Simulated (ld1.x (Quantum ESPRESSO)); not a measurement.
**PBE TM dataset for ruthenium, non-relativistic all-electron reference.**

Ru (Z = 44), norm-conserving Troullier–Martins (Kleinman–Bylander form), made with ld1.x (Quantum ESPRESSO) 7.5 (PBE, non-relativistic). Core [Kr], reference 4d7 5s0 5p0 (charge +1). Waves: 5p (bound, empty): rc 2.85 bohr; 4d (bound): rc 2.00 bohr; 5s (bound, empty): rc 2.95 bohr. Local part: the s channel. Core correction: none.

Poles of the logarithmic derivatives, all-electron (AE) and pseudo (PS). s: poles at 0.4 (AE) and 0.4, 4.0 (PS) Ry. p: poles at 1.2 (AE) and 1.1 (PS) Ry. d: poles at -0.8, 2.9 (AE) and -0.8, 3.9 (PS) Ry. Test radius 3.19 bohr.

* Cutoffs needed: 45 Ry and 55 Ry (the cutoffs (Ry, on a coarse ladder) from which the occupation-weighted sum of valence levels, in a spherical-Bessel basis at the reference potential, stays within 10 and 1 mRy of its value at 400 Ry)
* Ghost test: no extra level below or beside the all-electron valence levels (p, d, s, f tested) (spherical-Bessel basis up to 400 Ry, 20 bohr box)
* Largest excitation error: -566 meV (all-electron minus pseudo) for 4d5 5s0 5p0, out of 7 test configurations
